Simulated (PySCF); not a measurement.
Compound: C5H6NPS.
Atom-mapped SMILES: `[CH3:1][S:2][c:3]1[n:4][cH:5][cH:6][cH:7][p:8]1` (hydrogens: H9, H10, H11 on C1; H12 on C5; H13 on C6; H14 on C7)

The same species was optimised twice, with GFN2-xTB and with PBE0-D3(BJ)/def2-SVP (PySCF), and the same property calculations (PySCF, gas phase) were run on both structures.

| coordinate | GFN2-xTB | PBE0-D3(BJ)/def2-SVP | change |
| --- | --- | --- | --- |
| C1–S2 (Å) | 1.812 | 1.800 | -0.012 |
| C3–N4 (Å) | 1.310 | 1.321 | +0.011 |
| C3–P8 (Å) | 1.770 | 1.780 | +0.010 |
| N4–C5 (Å) | 1.321 | 1.331 | +0.010 |
| C6–C7 (Å) | 1.384 | 1.393 | +0.009 |
| C5–C6 (Å) | 1.385 | 1.392 | +0.007 |
| S2–C3 (Å) | 1.757 | 1.760 | +0.003 |
| C7–P8 (Å) | 1.731 | 1.729 | -0.002 |
| S2–C3–N4 (°) | 116.3 | 117.9 | +1.6 |
| S2–C3–P8 (°) | 115.4 | 114.5 | -0.9 |
| N4–C3–P8 (°) | 128.3 | 127.6 | -0.7 |
| C1–S2–C3 (°) | 100.8 | 101.4 | +0.6 |
| C3–P8–C7 (°) | 97.1 | 97.7 | +0.6 |
| C5–C6–C7 (°) | 121.9 | 121.4 | -0.5 |
| N4–C5–C6 (°) | 125.3 | 125.6 | +0.3 |
| C6–C7–P8 (°) | 125.2 | 125.5 | +0.3 |
| C1–S2–C3–N4 (°) | 0 | 1 | +1 |

Rotational constants: A = 2947, B = 1142, C = 827.5 MHz (GFN2-xTB) against A = 2945, B = 1124, C = 817.9 MHz (PBE0-D3(BJ)/def2-SVP). Point groups within 0.08 Å: Cs and Cs.

On the GFN2-xTB structure: lowest singlet, TDDFT (eV) 3.86 [wB97X-D/def2-SVPD]; lowest triplet, Tamm–Dancoff (eV) 2.77 [wB97X-D/def2-SVPD]; isotropic polarisability (au) 112.9 [wB97X-D/def2-SVPD]; HOMO (eV) -7.98 [wB97X-D/def2-SVPD]; LUMO (eV) -0.25 [wB97X-D/def2-SVPD]; dipole (D) 2.29 [wB97X-D/def2-SVPD]; HOMO (eV) -6.32 [PBE0/pcSseg-1]; LUMO (eV) -1.90 [PBE0/pcSseg-1]; dipole (D) 2.19 [PBE0/pcSseg-1]; GIAO shielding of C1 (ppm) 166.8 [PBE0/pcSseg-1]; GIAO shielding of S2 (ppm) 394.1 [PBE0/pcSseg-1]; GIAO shielding of C3 (ppm) -20.1 [PBE0/pcSseg-1]; GIAO shielding of N4 (ppm) -73.0 [PBE0/pcSseg-1]; GIAO shielding of C5 (ppm) 35.7 [PBE0/pcSseg-1]; GIAO shielding of C6 (ppm) 63.9 [PBE0/pcSseg-1]; GIAO shielding of C7 (ppm) 9.6 [PBE0/pcSseg-1]; GIAO shielding of P8 (ppm) 118.0 [PBE0/pcSseg-1].

Task: What do these properties become on the PBE0-D3(BJ)/def2-SVP structure?

Result: 
```tsv
property	level	on GFN2-xTB	on PBE0-D3(BJ)/def2-SVP	change
lowest singlet, TDDFT (eV)	wB97X-D/def2-SVPD	3.86	3.87	+0.01
lowest triplet, Tamm–Dancoff (eV)	wB97X-D/def2-SVPD	2.77	2.77	0.00
isotropic polarisability (au)	wB97X-D/def2-SVPD	112.9	114.2	+1.3
HOMO (eV)	wB97X-D/def2-SVPD	-7.98	-7.99	-0.01
LUMO (eV)	wB97X-D/def2-SVPD	-0.25	-0.25	0.00
dipole (D)	wB97X-D/def2-SVPD	2.29	2.16	-0.13
energy, GFN2-xTB geometry as zero (kcal/mol)	wB97X-D/def2-SVPD	0.0	-0.9	-0.9
HOMO (eV)	PBE0/pcSseg-1	-6.32	-6.34	-0.02
LUMO (eV)	PBE0/pcSseg-1	-1.90	-1.90	0.00
dipole (D)	PBE0/pcSseg-1	2.19	2.07	-0.12
energy, GFN2-xTB geometry as zero (kcal/mol)	PBE0/pcSseg-1	0.0	-0.5	-0.5
GIAO shielding of C1 (ppm)	PBE0/pcSseg-1	166.8	166.5	-0.3
GIAO shielding of S2 (ppm)	PBE0/pcSseg-1	394.1	397.9	+3.8
GIAO shielding of C3 (ppm)	PBE0/pcSseg-1	-20.1	-23.0	-2.9
GIAO shielding of N4 (ppm)	PBE0/pcSseg-1	-73.0	-78.4	-5.4
GIAO shielding of C5 (ppm)	PBE0/pcSseg-1	35.7	32.9	-2.8
GIAO shielding of C6 (ppm)	PBE0/pcSseg-1	63.9	61.2	-2.7
GIAO shielding of C7 (ppm)	PBE0/pcSseg-1	9.6	8.7	-0.9
GIAO shielding of P8 (ppm)	PBE0/pcSseg-1	118.0	110.7	-7.3
```

The heavy atoms differ by 0.028 Å rms after alignment. Among bonds between heavy atoms C1–S2 and C3–N4 change most and about equally (-0.012 to +0.011 Å). Changes are differences of the printed values. Neither structure is proved a minimum here.

Shape of the structure used: `[CH3:1][S:2][c:3]1[n:4][cH:5][cH:6][cH:7][p:8]1`: C1–S2–C3–N4 1°.

The pairwise dispersion term of wB97X-D wasn't added to the energies; at a given geometry it leaves orbitals and properties as they are.
